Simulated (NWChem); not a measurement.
System: ZnSiH3Cl; SMILES [SiH3][Zn][Cl]

All runs: NWChem. Geometry: optimised at PBE0/def2-SVP. LC-ωPBE (HJS hole) with def2-SVP; x = 1 − exp(−ω/0.25 bohr⁻¹) is a scale chosen for this fit.

```
row           x  −ε(HOMO) (eV)
--------  -----  -------------
ω = 0.30  0.699          10.28
ω = 0.35  0.753          10.54
ω = 0.40  0.798       withheld
ω = 0.60  0.909          11.23
```

Fit a straight line of the last column on the one before it, predict the withheld value, and compare with the run.


1. Means of the 3 shown rows: x = 0.7870, y = 10.683. Slope Σ(x − x̄)(y − ȳ)/Σ(x − x̄)² = 0.1071/0.02378 = 4.501; intercept 7.141.
2. The shown rows scatter about the line by 0.007 (root mean square); the largest residual is +0.01, at ω = 0.35.
3. At x = 0.798 (ω = 0.40; inside the shown range) the line gives 10.73.
4. The run gives 10.75, +0.02 from the line.
